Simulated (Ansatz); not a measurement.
Molecule (SMILES): [AsH2] (AsH2), doublet.
Atoms: As1, H2, H3. Bonds: As1-H2, As1-H3.

Basis-set convergence of the harmonic zero-point energy at B3LYP with Ansatz (a first-principles code). Each level at its own minimum, finite differences of forces, unscaled; the reference is a large set that could be run, not a limit. Cartesian d functions, on some or all atoms, in 3-21G, 6-31G, 6-31G*, 6-31G**; all else is spherical. The program fits the integrals of some runs and decomposes those of others, by size. Open shells are unrestricted. No added dispersion term, no relativity. Reference: the value in pcseg-3, 7.61 kcal/mol. Deviations are taken from unrounded values.

| basis | functions |
|---|---|
| STO-3G | 20 |
| 3-21G | 27 |
| 6-31G | 33 |
| 6-31G* | 39 |
| 6-31G** | 45 |
| aug-cc-pVDZ | 54 |
| aug-pcseg-1 | 54 |
| 6-311G** | 56 |
| aug-cc-pVTZ | 105 |
| aug-pcseg-2 | 105 |

Question: Which is the smallest set listed that can be trusted to 0.05 kcal/mol here, that is, within that of the reference together with its larger relatives (same family, alike in diffuse functions; a set with none to test it counts only in the reference's own line)?

Answer: The smallest set listed that lies within 0.05 kcal/mol of the reference with all its larger relatives (same family, alike in diffuse functions; a set with none counts only in the reference's own line) is 6-31G* (39 functions, 0.02 kcal/mol off). Value minus reference: STO-3G 1.09, 3-21G -0.43, 6-31G -0.29, 6-31G* 0.02, 6-31G** 0.03, aug-cc-pVDZ -0.02, aug-pcseg-1 0.00, 6-311G** 0.01, aug-cc-pVTZ 0.01, aug-pcseg-2 0.01 kcal/mol.
